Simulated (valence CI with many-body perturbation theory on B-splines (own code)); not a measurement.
Results of a calculation; reference values are marked as such.
Ladder of approximations for Pd XXXIX

Method: configuration interaction combined with many-body perturbation theory (CI+MBPT): six valence electrons over a frozen Dirac-Fock core [He], radial functions for each j: 9 s, 9 p, 8 d, 6 f, 3 g, 1 h, with the one-electron correlation potential Σ1, the two-electron term Σ2, the three-electron term Σ3, Breit, model QED; selected CI, second order for the rest, scaled by the run's own slope (own B-spline code, finite nucleus).

No measured spectrum was set against this ion. As an estimate, large intervals hold to a few tenths of a per cent, small ones and those within an open d or f shell to about a per cent. Among the levels kept, up to 2200 cm⁻¹ of a level comes from second order outside the variational space, and about a tenth of that is noise between levels of different J, which matters for small intervals.

Each rung adds one term. CI alone is the Dirac-Coulomb CI over the frozen core; QED comes last and gives the full result, which names the levels. Energies are above (2s^2 2p1/2^2 2p3/2^2) J=2 on the same rung, in eV. A blank means that the level has no clear partner on that rung.

Levels are named by their leading jj configuration (3d3/2^4 stands for four electrons in 3d with j = 3/2), which in mixed levels can hold well under half, so a name can repeat and another be missing.

| Level | CI alone |
| --- | --- |
| (2s^2 2p1/2^2 2p3/2^2) J=0 | 28.1 |
| (2s^2 2p1/2 2p3/2^3) J=1 | 163.4 |
| (2s^2 2p1/2 2p3/2^3) J=2 | 180.0 |
| (2s^2 2p3/2^4) J=0 | 353.7 |
| (2s 2p1/2^2 2p3/2^3) J=2 | 376.4 |
| (2s 2p1/2^2 2p3/2^3) J=1 | 416.9 |
| (2s 2p1/2 2p3/2^4) J=0 | 546.4 |
| (2s 2p1/2 2p3/2^4) J=1 | 577.5 |
| (2p1/2^2 2p3/2^4) J=0 | 822.8 |
| (2s^2 2p1/2^2 2p3/2 3s) J=2 | 3138.8 |
| (2s^2 2p1/2^2 2p3/2 3s) J=1 | 3144.5 |
| (2s^2 2p1/2^2 2p3/2 3p1/2) J=1 | 3199.8 |
| (2s^2 2p1/2^2 2p3/2 3p1/2) J=2 | 3201.9 |
| (2s^2 2p1/2^2 2p3/2 3p3/2) J=3 | 3247.9 |
| (2s^2 2p1/2^2 2p3/2 3p3/2) J=1 | 3247.9 |
| (2s^2 2p1/2^2 2p3/2 3p3/2) J=2 | 3262.4 |

(1) What do these energies become with core correlation, Breit and QED?

(2) How does the ionisation energy move along the ladder, and which term matters most?

Answers

(1) (2s^2 2p1/2^2 2p3/2^2) J=0 29.8 (+1.71); (2s^2 2p1/2 2p3/2^3) J=1 161.9 (-1.45); (2s^2 2p1/2 2p3/2^3) J=2 176.9 (-3.13); (2s^2 2p3/2^4) J=0 350.0 (-3.67); (2s 2p1/2^2 2p3/2^3) J=2 373.1 (-3.31); (2s 2p1/2^2 2p3/2^3) J=1 413.7 (-3.18); (2s 2p1/2 2p3/2^4) J=0 541.5 (-4.92); (2s 2p1/2 2p3/2^4) J=1 571.7 (-5.81); (2p1/2^2 2p3/2^4) J=0 816.7 (-6.06); (2s^2 2p1/2^2 2p3/2 3s) J=2 3137.0 (-1.80); (2s^2 2p1/2^2 2p3/2 3s) J=1 3142.8 (-1.69); (2s^2 2p1/2^2 2p3/2 3p1/2) J=1 3198.2 (-1.52); (2s^2 2p1/2^2 2p3/2 3p1/2) J=2 3200.0 (-1.98); (2s^2 2p1/2^2 2p3/2 3p3/2) J=3 3245.0 (-2.86); (2s^2 2p1/2^2 2p3/2 3p3/2) J=1 3245.3 (-2.66); (2s^2 2p1/2^2 2p3/2 3p3/2) J=2 3259.8 (-2.63).

(2) CI alone 5683.3, + Σ1 5683.6, + Σ2 5683.8, + Σ3 5683.6, + Breit 5679.8, + QED 5679.7 eV. The largest step is Breit, -3.8 eV. NIST lists 5683 ± 11 eV (semi-empirical).
